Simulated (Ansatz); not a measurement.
**Correcting a cheap level on molecular compounds of Sn**

The vertical ionisation energy (cation less neutral) in eV of 6 molecular compounds of Sn: x at B2PLYP/def2-TZVPP, y at CCSD(T)/def2-TZVPP. Shapes, held fixed at every level: PBE0-D4/def2-TZVP. Flexible molecules stand in one conformer, not always the lowest. Programs: Ansatz 0.2.0.

| molecule | x (eV) | y (eV) |
| --- | --- | --- |
| Sn(CH3)Cl | 8.74 | 8.80 |
| CH4S2Sn (SMILES C[S][Sn][SH]) | 8.91 | 8.96 |
| SnBrCl (SMILES [Cl][Sn][Br]) | 9.88 | ? |
| SnCl2 (SMILES [Cl][Sn][Cl]) | 10.13 | 10.14 |
| CH3FOSn (SMILES C[O][Sn][F]) | 10.20 | 10.25 |
| SnClF (SMILES [F][Sn][Cl]) | 10.59 | 10.59 |

Task: Fit y = c + s·x to the known rows and predict y for SnBrCl.

Result: 
1. Means of the 5 rows: x = 9.7140, y = 9.748.
2. Σ(Δx)² = 2.7717, Σ(Δx·Δy) = 2.7015, so the slope is 2.7015/2.7717 = 0.97467.
3. Intercept: 9.748 − (0.97467) × 9.7140 = 0.280. The largest residual of the fit is 0.028.
4. SnBrCl: 0.280 + 0.97467 × 9.88 = 9.91 eV.

CCSD(T)/def2-TZVPP gives 9.90 eV, so the prediction is off by +0.01 eV, within the largest residual. Uncorrected, B2PLYP/def2-TZVPP misses it by -0.02 eV, and the other rows by 0.03 on average. The line overshoots: the miss goes from -0.02 to +0.01. Left out in turn, the other rows are missed by 0.02 eV on average. Cations run unrestricted. For atoms past krypton def2 sets carry core potentials with scalar relativity. Relativity is left out for Br. Outer-core shells of Br, Sn are correlated, in sets that cover them unevenly.
